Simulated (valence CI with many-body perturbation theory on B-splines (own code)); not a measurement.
**In XXVI: E2, M1 decay**

Calculated by configuration interaction combined with many-body perturbation theory (CI+MBPT): six valence electrons over a frozen Dirac-Fock core [Ar], radial functions for each j: 7 s, 7 p, 8 d, 6 f, 4 g, 1 h, with the one-electron correlation potential Σ1 (screened to all orders), the two-electron term Σ2, the three-electron term Σ3, Breit, model QED; selected single and double excitations, second order for the rest, scaled by the run's own slope (own B-spline code, finite nucleus).

No measured spectrum was set against this ion. As an estimate, terms of the open shell hold to 2 to 4 % of their energy, and close levels can change places. Core correlation moves these levels by up to 11000 cm⁻¹, and in measured spectra 5 to 20 % of such shifts remained as error; rates that hang on mixing are uncertain with them. Among the levels kept, up to 920 cm⁻¹ of a level comes from second order outside the variational space, and about a tenth of that is noise between levels of different J, which matters for small intervals. Only levels of the ground parity were solved; by the run's estimate the other parity begins above the list, which can be wrong where configurations are misplaced.

Lines 51 to 100 of 120 in falling wavelength, among levels below 522340 cm⁻¹, chosen from the decays that carry over 1 % of a level's rate. Wavelengths and rates use the calculated energies, so an error of 3000 cm⁻¹ moves a line at 1171 Å by 3.5 % and its rate by three times that or more. Electric multipoles are in the length gauge, E1 and E2 with the static RPA response of the core. S is in atomic units (e²a₀⁴ for E2 and M2, e²a₀⁶ for E3), for M1 in squared Bohr magnetons. Weak lines are less certain than strong ones. Lines between different terms over intervals too small for the method are left out, as are lines whose strength nearly cancels. Where a level lies close to another of its J and parity, the split of strength between their lines is uncertain.

Names give the largest LS component (configuration and term), which can be under half, so a name can repeat, a term be missing and a line seem to break the LS rules; names also repeat where a configuration has a term twice. Letters in brackets count levels of one name in rising energy.

```tsv
λ vac (Å)	Upper	Lower	Type	A (s⁻¹)	S (a.u.)
1171	3d⁶ ¹F_3	3d⁶ ³F_3 [a]	M1	2.80e+02	1.17e-01
1155	3d⁶ ³F_3 [a]	3d⁶ ⁵D_3	M1	1.82e+03	7.26e-01
1147	3d⁶ ³F_4	3d⁶ ³G_3	M1	1.65e+03	8.28e-01
1141	3d⁶ ³G_4	3d⁶ ³H_4 [a]	M1	8.53e+02	4.23e-01
1121	3d⁶ ¹I_6	3d⁶ ³G_5	M1	1.43e+03	9.70e-01
1120	3d⁶ ⁵D_2 [b]	3d⁶ ⁵D_2 [a]	M1	1.01e+03	2.63e-01
1117	3d⁶ ³P_1 [b]	3d⁶ ³D_1	M1	1.09e+03	1.68e-01
1114	3d⁶ ¹I_6	3d⁶ ³H_6	M1	3.38e+03	2.25e+00
1112	3d⁶ ³F_2 [a]	3d⁶ ⁵D_3	M1	3.57e+03	9.11e-01
1085	3d⁶ ³H_5	3d⁶ ³H_4 [a]	M1	8.07e+01	4.20e-02
1065	3d⁶ ³F_4	3d⁶ ³D_3	M1	5.64e+02	2.28e-01
1054	3d⁶ ¹F_3	3d⁶ ⁵D_2 [b]	M1	1.05e+02	3.18e-02
1022	3d⁶ ³P_1 [a]	3d⁶ ⁵D_2 [b]	M1	8.48e+03	1.01e+00
1013	3d⁶ ³F_3 [a]	3d⁶ ⁵D_2 [a]	M1	5.97e+02	1.61e-01
996.8	3d⁶ ¹S_0 [a]	3d⁶ ⁵D_1	M1	1.92e+04	7.05e-01
989.3	3d⁶ ³P_1 [b]	3d⁶ ¹S_0 [a]	M1	3.33e+03	3.59e-01
980.2	3d⁶ ³F_2 [a]	3d⁶ ⁵D_2 [a]	M1	2.74e+03	4.78e-01
961.9	3d⁶ ³D_3	3d⁶ ³H_4 [a]	M1	1.95e+03	4.50e-01
955.1	3d⁶ ¹D_2 [a]	3d⁶ ³F_2 [a]	M1	5.26e+03	8.49e-01
952.2	3d⁶ ¹G_4 [a]	3d⁶ ³F_3 [a]	M1	1.70e+03	4.91e-01
946.6	3d⁶ ³F_4	3d⁶ ³H_5	M1	4.45e+03	1.26e+00
925.7	3d⁶ ¹D_2 [a]	3d⁶ ³F_3 [a]	M1	2.99e+03	4.39e-01
920.9	3d⁶ ³H_6	3d⁶ ⁵D_4	E2	5.15e-04	3.96e-06
916.6	3d⁶ ³G_5	3d⁶ ⁵D_4	M1	6.53e+02	2.05e-01
903.9	3d⁶ ³G_3	3d⁶ ³H_4 [a]	M1	9.37e+02	1.79e-01
898.4	3d⁶ ³F_2 [b]	3d⁶ ³D_2	M1	4.25e+03	5.72e-01
894.1	3d⁶ ³D_1	3d⁶ ⁵D_1	M1	2.13e+03	1.70e-01
884.8	3d⁶ ³D_1	3d⁶ ⁵D_0	M1	3.56e+03	2.75e-01
880.0	3d⁶ ³F_2 [b]	3d⁶ ³D_1	M1	2.43e+03	3.06e-01
875.8	3d⁶ ³D_2	3d⁶ ⁵D_1	M1	4.55e+01	5.66e-03
865.7	3d⁶ ³H_4 [b]	3d⁶ ⁵D_3	M1	2.89e+02	6.27e-02
851.3	3d⁶ ¹D_2 [a]	3d⁶ ⁵D_2 [b]	M1	1.34e+02	1.53e-02
809.0	3d⁶ ³F_4	3d⁶ ³H_4 [b]	M1	5.71e+03	1.01e+00
791.8	3d⁶ ¹G_4 [a]	3d⁶ ³G_5	M1	3.95e+03	6.54e-01
777.0	3d⁶ ³P_1 [b]	3d⁶ ³F_2 [a]	M1	6.11e+02	3.19e-02
775.5	3d⁶ ³G_4	3d⁶ ⁵D_3	M1	3.39e+02	5.27e-02
767.1	3d⁶ ³F_3 [a]	3d⁶ ⁵D_4	M1	3.01e+03	3.53e-01
765.2	3d⁶ ¹F_3	3d⁶ ³H_4 [a]	M1	1.95e+03	2.27e-01
761.1	3d⁶ ³D_2	3d⁶ ⁵D_3	M1	1.76e+02	1.44e-02
708.4	3d⁶ ³D_1	3d⁶ ⁵D_2 [a]	M1	2.86e+02	1.13e-02
706.9	3d⁶ ³P_1 [b]	3d⁶ ⁵D_2 [b]	M1	1.62e+04	6.38e-01
697.2	3d⁶ ³P_0 [a]	3d⁶ ⁵D_1	M1	3.07e+03	3.86e-02
696.9	3d⁶ ³D_2	3d⁶ ⁵D_2 [a]	M1	2.56e+03	1.61e-01
688.4	3d⁶ ³D_3	3d⁶ ⁵D_3	M1	4.60e+03	3.89e-01
665.3	3d⁶ ¹G_4 [a]	3d⁶ ³H_4 [a]	M1	3.09e+02	3.04e-02
658.2	3d⁶ ³G_3	3d⁶ ⁵D_3	M1	4.00e+02	2.96e-02
640.6	3d⁶ ³F_2 [b]	3d⁶ ³F_3 [a]	M1	1.83e+03	8.90e-02
633.7	3d⁶ ³P_1 [a]	3d⁶ ⁵D_1	M1	2.04e+03	5.78e-02
627.8	3d⁶ ³H_4 [b]	3d⁶ ⁵D_4	M1	1.96e+03	1.62e-01
609.6	3d⁶ ³G_3	3d⁶ ⁵D_2 [a]	M1	3.68e+02	2.16e-02
```
